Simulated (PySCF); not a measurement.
# Stretching AlI⁺

Set-up: Al def2-SVP, I def2-SVP with ECP28; scalar-relativistic core potentials (PySCF 2.14). Energies in eV from Al⁺ + I in their ground configurations at the same level. State: ²Σ⁺ (doublet), unpaired electrons σ ↑.

All columns are PBE0. A positive dipole points towards I; it is taken about the centre of mass and depends on that origin.

```tsv
R (Å)	E (eV)	μ (D)	Mulliken charge on Al (basis-dependent)	HOMO (eV)	LUMO (eV)	Mayer bond order	⟨S²⟩
2.078	-0.242	-5.55	0.70	-13.42	-9.99	1.79	0.75
2.174	-0.843	-6.11	0.76	-13.53	-10.19	1.71	0.75
2.271	-1.158	-6.66	0.80	-13.63	-10.38	1.63	0.75
2.344	-1.262	-7.07	0.83	-13.68	-10.51	1.56	0.75
2.416	-1.284	-7.46	0.86	-13.66	-10.64	1.50	0.76
2.489	-1.247	-7.83	0.88	-13.49	-10.75	1.43	0.76
2.585	-1.138	-8.30	0.89	-13.29	-10.87	1.32	0.76
2.706	-0.951	-8.81	0.91	-13.06	-10.97	1.18	0.76
2.851	-0.712	-9.36	0.91	-12.84	-11.03	0.98	0.77
3.044	-0.442	-10.05	0.90	-12.59	-10.97	0.71	0.77
```

A fit through these points gives, at Re = 2.403 Å, μ = -7.39 D and dμ/dR = -5.32 D/Å; the reduced mass is 22.25 u.

Task: How strong is the fundamental in the double-harmonic approximation, I = 42.26·(dμ/dR)²/μred km/mol?

Result: I = 42.26·(-5.32)²/22.25 = 53.8 km/mol at PBE0.

These are scalar-relativistic numbers at best; spin–orbit coupling would shift them, the dissociation energy most. For an ion De counts to the pair picked by the measured ionisation energies or electron affinities, which need not be the lowest pair at this level. The state is the lowest determinant that a PBE0 search found; another state may lie lower at other levels.
